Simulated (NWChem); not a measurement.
System: CH₆InN; SMILES [NH2][InH][CH3]

```xyz
9

In    -0.2853     0.0216     0.0000
H     -1.9891     0.3089     0.0000
C      0.7953    -1.8461     0.0000
H      0.5315    -2.4364     0.8900
H      1.8797    -1.6673     0.0000
H      0.5315    -2.4364    -0.8900
N      0.8456     1.6993     0.0000
H      1.8589     1.7105     0.0000
H      0.4751     2.6424     0.0000
```
Atoms are numbered in this order, from 1.

Program: NWChem. Coordinates come from a PBE0/def2-SVP optimisation. def2 effective core potentials on In; no spin-orbit coupling. Ions are spin-unrestricted doublets at the neutral geometry; other ion states weren't tried.

| level | −ε(HOMO) (eV) |
|---|---|
| B3LYP/def2-SVP | 6.29 |
| PBE/def2-SVP | ___ |
| r2SCAN/def2-SVP | 5.47 |

Problem. Some entries are withheld; supply them.

Solution. 
- PBE/def2-SVP, −ε(HOMO) (eV): 5.23
